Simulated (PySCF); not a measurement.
[CrBr4]2-: Cr(II) (d4), charge -2. The structure is a PBE0-D3(BJ)/def2-SVP, IEF-PCM water geometry optimised for multiplicity 5; coordination distorted tetrahedral, point group D2d, metal–donor distances 2.52 Å.

```
5

Cr    0.000    0.000    0.000
Br    0.768    1.695    1.695
Br    0.768   -1.695   -1.695
Br   -0.768   -1.695    1.695
Br   -0.768    1.695   -1.695
```

Method (PySCF 2.14, density fitting): CASSCF(4,5) with orbitals averaged over all microstates of the shell, strongly contracted NEVPT2 on the averaged canonical orbitals; basis x2c-TZVPall on the metal, x2c-SVPall elsewhere; spin-free X2C; IEF-PCM water; spin-orbit coupling by state interaction with the mean-field operator over all roots.

Question: What is the ground state?

Answer: 5B2 (S = 2, orbital degeneracy 1), orbital occupations from the lowest 1.0 1.0 1.0 1.0 0.0, by NEVPT2.

Question: Where do the spin-allowed transitions within the shell lie?

Answer: By NEVPT2: 5B1 at 7935 cm⁻¹ (1260 nm); 5E at 8228 cm⁻¹ (1215 nm); 5A1 at 10391 cm⁻¹ (962 nm). The strongest, at 10391 cm⁻¹, has f = 3.2e-04.

Question: Which is the lowest state of another spin?

Answer: 3E at 17930 cm⁻¹ by NEVPT2; CASSCF alone puts it at 19374 cm⁻¹ above the same ground state.

Question: Give the fitted ligand-field and repulsion parameters.

Answer: At CASSCF level (the NEVPT2 levels don't fit a ligand-field model well): orbital energies 0, 1714, 1714, 2272, 8479 cm⁻¹; B = 953 cm⁻¹; C = 3567 cm⁻¹; B over its free-ion value at the same level 0.916; rms of the fit 124 cm⁻¹; ζ = 203 cm⁻¹ (free ion 239).

Question: What are the magnetic parameters?

Answer: The ground multiplet follows a spin Hamiltonian with S = 2, g = 1.958, 1.994, 1.994, D = -2.04 cm⁻¹, E/|D| = 0.00 (spin-orbit part alone); the lowest levels hold 100 % of the spin-free ground state. μeff is 4.88 μB at 300 K and 4.80 μB at 10 K; the spin-only value is 4.90 μB.

No frequencies were computed for the optimised geometry. NEVPT2 lifts 5B1 from 6464 to 7935 cm⁻¹; on the d shell alone such lifts tend to overshoot. Gaps between spin states lean to high spin in this active space.

The job took 39 s on one thread of Arm Neoverse V1 (shared host), with 176 basis functions and a peak of 0.85 GiB, launched as `OMP_NUM_THREADS=1 python lf_run.py task.json out`.
